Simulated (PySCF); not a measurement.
**NaI from Hartree–Fock to correlated methods**

State: ¹Σ⁺ (singlet), closed shell. Set-up: PySCF, spin-free X2C with a Gaussian nucleus, basis sets Na x2c-SVPall, I x2c-SVPall. De refers to Na + I in their high-spin ground configurations, without counterpoise correction. A positive dipole means Na(−)I(+).

| Level | Re (Å) | ωe (cm⁻¹) | De (eV) | μ (D) | CPU s a point (SCF and correlation, without the integrals) |
| --- | --- | --- | --- | --- | --- |
| RHF | 2.740 | 259 | 2.44 | -9.48 | 0.05 |
| RHF-MP2 | 2.740 | 259 | 3.17 | n/a | 0.085 |
| RHF-SCS-MP2 | 2.741 | 259 | 3.09 | n/a | n/a |
| RHF-CCSD | 2.739 | 259 | 3.08 | n/a | n/a |
| RHF-CCSD(T) | 2.740 | 259 | 3.10 | n/a | 0.72 |
| PBE | 2.711 | 258 | 3.24 | -8.08 | 0.62 |
| PBEsol | 2.697 | 260 | 3.40 | -8.19 | 0.49 |
| revPBE | 2.734 | 252 | 3.14 | -8.23 | 0.49 |
| BP86 | 2.719 | 255 | 3.26 | -8.36 | 0.49 |
| r²SCAN | 2.714 | 262 | 3.39 | -8.83 | 0.85 |
| PBE0 | 2.703 | 263 | 3.25 | -8.62 | 1.2 |
| HSE06 | 2.707 | 262 | 3.27 | -8.58 | 1.4 |

Problem. Which functional lies closest to RHF-CCSD(T) in De, which farthest, and by how much do they differ from it?

Solution. Closest is revPBE (-0.6 pm in Re, -2.7 % in ωe, +0.04 eV in De against RHF-CCSD(T) in the same basis), farthest PBEsol (-4.3 pm in Re, +0.4 % in ωe, +0.30 eV in De). CCSD(T) converges more slowly with the basis than the functionals do and binds too weakly in this one, so the order can change at the basis-set limit.

Problem. What does the step from GGA to meta-GGA do here, going from PBE to r²SCAN?

Solution. r²SCAN less PBE: +0.3 pm in Re, +1.6 % in ωe, +0.15 eV in De. 

Problem. What does second-order correlation do here, going from RHF to RHF-MP2?

Solution. RHF-MP2 less RHF: +0.0 pm in Re, +0.0 % in ωe, +0.73 eV in De. Correlation nearly always deepens the well. The bond length hardly moves.

Correlated steps freeze 19 core orbitals. Correlated levels converge slowly with the basis: in double zeta they bind strong bonds too weakly, by up to about 1 eV, and carry superposition errors of some tenths. These are scalar-relativistic numbers at best; spin–orbit coupling would shift them, the dissociation energy most. Where the molecule has an RHF reference, its open-shell atoms are computed with UHF.

The whole job (state search and all levels along the bond) took about 1.6 min on 1 thread of Arm Neoverse V2 (shared host), peak memory 0.56 GiB.
